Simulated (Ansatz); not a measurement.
Frontier orbitals of `[SH][Sn][SH]`.

Total charge 0; spin multiplicity 1. Correlated methods include outer-core shells of Sn, which these sets cover unevenly. Sn: def2 effective core potential. Geometry: relaxed with PBE0-D4/def2-TZVP. It is one conformer, not always the lowest. Basis def2-TZVPP, Ansatz 0.2.0.

```json
{"functional": "PBE", "HOMO (eV)": "-6.25", "LUMO (eV)": "-3.14", "gap (eV)": "3.11"}
{"functional": "B97M-V", "HOMO (eV)": "-6.43", "LUMO (eV)": "-3.07", "gap (eV)": "3.36"}
{"functional": "PBE0", "HOMO (eV)": "-7.29", "LUMO (eV)": "-2.52", "gap (eV)": "4.77"}
{"functional": "CAM-B3LYP", "HOMO (eV)": "-8.48", "LUMO (eV)": "-1.62", "gap (eV)": "6.86"}
{"functional": "ωB97X-V", "HOMO (eV)": "-9.39", "LUMO (eV)": "-0.69", "gap (eV)": "8.70"}
{"functional": "ωB97M-V", "HOMO (eV)": "-9.29", "LUMO (eV)": "-0.80", "gap (eV)": "8.49"}
```

Q: What is the vertical ionisation energy at frozen-core CCSD(T)/def2-TZVPP? (An estimate is asked.)

A: Computed: 9.24 eV (T1 of the cation 0.021).

A quarter of exact exchange (PBE0) shifts PBE's HOMO by −1.04 eV and its LUMO by +0.62 eV; full exchange at long range (ωB97M-V) shifts them by −3.04 and +2.34 eV. The gap opens from 3.11 to 8.49 eV, since occupied levels lose self-interaction and empty ones feel all the electrons. −ε(HOMO) differs from that ionisation energy by −2.99 eV with PBE and +0.04 eV with ωB97M-V.
